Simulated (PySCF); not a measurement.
# Tc²⁺ (technetium, charge +2) across methods

[Kr] 4d4 5s1, high-spin 6D determinant (an excited configuration). All numbers are calculated (PySCF 2.14, scalar relativity through the core potential, in aug-cc-pwCVDZ-PP with ECP28MDF).

```tsv
method	E (hartree)	mean ε 4p β (eV)	mean ε 4d α (eV)	mean ε 5s α (eV)	Σ⟨r²⟩ (bohr²)	⟨S²⟩
PBE0	-79.4070	-66.114	-28.833	-21.542	31.96	8.751
BLYP	-79.3737	-63.621	-26.662	-20.677	32.04	8.750
PBE	-79.4156	-63.684	-26.956	-20.831	32.01	8.750
CAM-B3LYP	-79.3639	-67.602	-30.105	-22.694	32.00	8.751
LDA	-79.2098	-63.681	-26.969	-21.163	32.16	8.750
r2SCAN	-79.4528	-64.500	-27.488	-21.084	31.91	8.751
UHF	-78.90991	-71.990	-33.711	-23.224	32.15	8.753
B3LYP	-79.4316	-65.740	-28.332	-21.418	32.00	8.750
MN15	-79.2392	-66.696	-29.153	-22.134	32.13	8.751
```

Energies and moments cover only the electrons outside the core potential.
